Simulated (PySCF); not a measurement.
## Assignment exercise: C10H20O2Si

Bonds: Si1-C2, Si1-C7, Si1-O12, Si1-O23, C2-C3, C7-C8, O12-C13, C13-C14, C13-C15, O23-C24, C24-C25, C24-C26. C2 carries H4; C3 carries H5, H6; C7 carries H9; C8 carries H10, H11; C13 carries H16; C14 carries H17, H18, H19; C15 carries H20, H21, H22; C24 carries H27; C25 carries H28, H29, H30; C26 carries H31, H32, H33.

All values are calculated (PySCF 2.14): σ from GIAO-PBE0/pcSseg-1, coordinates at the PBE0-D3(BJ)/def2-SVP level. No solvent model, non-relativistic, a single conformation, one averaged value for each set of equivalent atoms.

References, each an isolated molecule treated in the same way: 13C, 1H against TMS.

Task: Assign these signals to the numbered atoms. 13C{1H} NMR (computed): δ 148.4 (CH2), 140.2 (CH), 66.1 (CH), 27.1 (CH3).

Result: 
148.4 → C3/C8, carbon bonded to C, 2 H
140.2 → C2/C7, carbon bonded to C, Si, H
66.1 → C13/C24, carbon bonded to 2 C, O, H
27.1 → C14/C15/C25/C26, carbon bonded to C, 3 H

Task: Assign these signals to the numbered atoms. 1H NMR (300 MHz, computed): δ 6.44 (m, 4H), 6.27 (m, 2H), 3.89 (sept, 2H), 1.22 (d, 12H).

Result: 
| δ (ppm) | atoms | environment | reason |
| --- | --- | --- | --- |
| 6.44 | H5/H6/H10/H11 | hydrogen on a carbon bonded to C | – |
| 6.27 | H4/H9 | hydrogen on a carbon bonded to C, Si | – |
| 3.89 | H16/H27 | hydrogen on a carbon bonded to 2 C, O | – |
| 1.22 | H17/H18/H19/H20/H21/H22/H28/H29/H30/H31/H32/H33 | hydrogen on a carbon bonded to C | – |

Shifts are as computed. Against solution values, carbons near 30 ppm lie about +2 ppm off and those near 130 ppm about +5 ppm (rms about the fit 1.9 ppm; single classes can miss by 10 ppm). Of 1328 compounds with measured shifts, 309 miss one by over three times the rms of a fit or turn the order of signals round; such compounds aren't used in these exercises. Signals without a measured value on file couldn't be tested in this way; 1H shifts scatter by 0.2 ppm about their fit, and single ones miss by 0.5 ppm. No couplings were computed; multiplicities are counted from neighbouring protons, with m where these are inequivalent, close in shift, in a saturated or five-membered ring or joined by F or P, and br s for small geminal =CH2 splittings.
